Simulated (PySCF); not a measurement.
SMILES B(O)([SiH2][SiH2][SiH3])O, singlet (GFN2-xTB optimised geometry):

```
15

O      1.946    -2.067    -1.191
B      1.309    -2.175     0.000
O      1.971    -2.209     1.182
Si    -0.651    -2.175     0.000
Si    -1.517    -0.010     0.000
Si    -0.342     1.508    -1.296
H      2.906    -2.024    -1.195
H      2.931    -2.169     1.167
H     -1.215    -2.857    -1.181
H     -1.238    -2.925     1.126
H     -2.931     0.004    -0.409
H     -1.584     0.530     1.372
H      1.108     1.333    -1.124
H     -0.587     1.363    -2.733
H     -0.582     2.925    -1.002
```

Method: PBE0/def2-TZVP in PySCF 2.14.0.

**Question.** What are the frontier orbital energies and the dipole moment?

**Answer.** HOMO-2 -8.93 eV, HOMO-1 -8.35 eV, HOMO -7.90 eV, LUMO -0.54 eV, LUMO+1 -0.11 eV; dipole moment 3.37 D.

Meta-Löwdin charges at PBE0/def2-TZVP: O1 -0.51, B2 0.28, O3 -0.51, Si4 0.22, Si5 0.11, Si6 0.21, H7 0.34, H8 0.34, H9 -0.07, H10 -0.07, H11 -0.06, H12 -0.06, H13 -0.08, H14 -0.07, H15 -0.07.
